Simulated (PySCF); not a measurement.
# Low-lying terms of Mo⁶⁺ (molybdenum, charge +6)

Ground state [Kr], ¹S. All numbers are calculated (PySCF 2.14, a scalar-relativistic core potential, in aug-cc-pVDZ-PP with two added diffuse shells each of s, p, d, f type with ECP28MDF (7s7p6d4f, 86 functions)). Vertical excitation energies in eV without spin-orbit coupling; excited terms of each kind are numbered among those the solver found. Frozen: nothing.

| term | leading excitation | EOM-EE-CCSD |
| --- | --- | --- |
| 1 3P° | 4p → d | 38.665 |
| 1 3F° | 4p → d | 40.252 |
| 1 1D° | 4p → d | 42.494 |
| 1 3D° | 4p → d | 42.649 |
| 1 1F° | 4p → d | 42.972 |
| 1 1P° | 4p → d | 53.604 |
| 1 3S | 4p → p | 68.084 |
| 1 3D | 4s → d | 68.352 |
| 2 3D | 4p → p | 69.442 |
| 1 1D | 4p → p | 69.622 |
| 1 1P | 4p → p | 70.216 |
| 2 1D | 4s → d | 70.585 |

The spin-orbit splitting of the hole, absent here, rivals or exceeds the spacing of these terms, so the LS terms are model states.

The solver can miss terms.
